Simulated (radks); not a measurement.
The numbers below are computed, except where a source is named.
All-electron atom: Cl XI in [He] 2s2 2p3.

Code: a radial shooting solver on a logarithmic mesh with Libxc functionals. Model: scalar-relativistic Kohn-Sham, BLYP, spin-polarised, spherical densities, finite nucleus; open shells are filled with parallel spins first; Fermi nuclear charge, rms radius 3.3654 fm.

Energy parts (eV):
total: -10946.609
kinetic: 11010.028
electron-nucleus: -23693.058
Hartree: 2275.079
exchange-correlation: -538.658

Orbitals (lengths in bohr, moments of r in powers of bohr; r(90%) holds 90 % of the orbital's charge):
| orbital | occ. | eigenvalue (eV) | <r^2> | r(90%) | <r> | <1/r> |
|---|---|---|---|---|---|---|
| 1s up | 1 | -3120.975 | 0.01108 | 0.162 | 0.09079 | 16.70 |
| 1s down | 1 | -3112.397 | 0.01102 | 0.162 | 0.09055 | 16.73 |
| 2s up | 1 | -551.0448 | 0.1962 | 0.630 | 0.4085 | 3.619 |
| 2s down | 1 | -534.5430 | 0.2011 | 0.638 | 0.4135 | 3.564 |
| 2p up | 3 | -501.7128 | 0.1584 | 0.586 | 0.3604 | 3.537 |
| 2p down | 0 | -482.5868 | 0.1640 | 0.598 | 0.3663 | 3.492 |
| 3s up | 0 | -207.1130 | 1.214 | 1.49 | 1.035 | 1.398 |
| 3s down | 0 | -203.9875 | 1.250 | 1.52 | 1.051 | 1.373 |
| 3p up | 0 | -192.2876 | 1.194 | 1.50 | 1.020 | 1.355 |
| 3p down | 0 | -188.8251 | 1.239 | 1.53 | 1.039 | 1.331 |

The highest occupied level is 2p up at -501.71 eV. The electron density at the nucleus is 3640 e/bohr^3 (large components only). The spin density at the nucleus is -1.273 e/bohr^3 (1s -6.662, 2s 5.389). For comparison, the ionisation energy in NIST's Atomic Spectra Database is 530.0 eV (semi-empirical). In exact Kohn-Sham theory the highest level is minus the ionisation energy, but local and semilocal functionals leave it too shallow, through self-interaction and a potential that decays too fast; potentials with the right tail come closer. Spin moment in Bohr magnetons: 3.
